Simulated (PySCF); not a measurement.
## Magnetisability: SMILES CC/C(C#N)=N\C=O, C$_{5}$H$_{6}$N$_{2}$O

Geometry:
```
atom   x (Å)   y (Å)   z (Å)
  C1  -1.571  -0.834   0.384
  C2  -0.515  -0.440  -0.652
  C3   0.246   0.760  -0.166
  C4  -0.498   1.978  -0.101
  N5  -1.127   2.934  -0.076
  N6   1.456   0.779   0.182
  C7   2.462  -0.107   0.276
  O8   2.686  -0.852   1.190
  H9  -2.268  -0.016   0.555
 H10  -1.096  -1.091   1.329
 H11  -2.128  -1.698   0.030
 H12   0.183  -1.265  -0.810
 H13  -1.004  -0.195  -1.599
 H14   3.174   0.047  -0.565
```

Computed, not measured: GIAO B3LYP/pcSseg-1 magnetisability, rotational g tensor and spin-rotation constants, non-relativistic, gas phase (PySCF 2.14.0). Geometry: GFN2-xTB.

(1) What are the magnetisability and the molar susceptibility?

(2) Split it along the inertial axes a, b, c into diamagnetic and paramagnetic parts about the centre of mass, with the quadrupole moment.

(3) And the rotational g tensor?

Answers

(1) Isotropic -928 × 10⁻³⁰ J/T², or -55.9 × 10⁻⁶ cm³/mol; principal values -1006, -950, -829 × 10⁻³⁰ J/T², anisotropy 156 × 10⁻³⁰ J/T² (root of half the summed squared differences of the principal values). The susceptibility is in cgs units.

(2) 
```csv
axis,χ (10⁻⁶ cm³/mol),diamagnetic (10⁻⁶ cm³/mol),paramagnetic (10⁻⁶ cm³/mol),summed x² of all electrons (Å²),quadrupole Θ (D Å)
a,-50.9,-496.4,445.4,185.1,-15.37
b,-58.5,-889.7,831.3,92.4,+6.91
c,-58.3,-1177.6,1119.3,24.6,+8.46
```
Anisotropies 2χaa − χbb − χcc = +14.9 and 2χbb − χaa − χcc = -7.7 × 10⁻⁶ cm³/mol. Θ is traceless in Buckingham's convention.

(3) 
```
axis  rotational constant (GHz)        g  nuclear part  electronic part
   a                     3.0492  -0.0442        0.5938          -0.6381
   b                     1.4236  -0.0244        0.5316          -0.5560
   c                     1.0641  -0.0187        0.5408          -0.5596
```
Asymmetric top; isotopes 12C, 1H, 14N, 16O; no vibrational averaging.
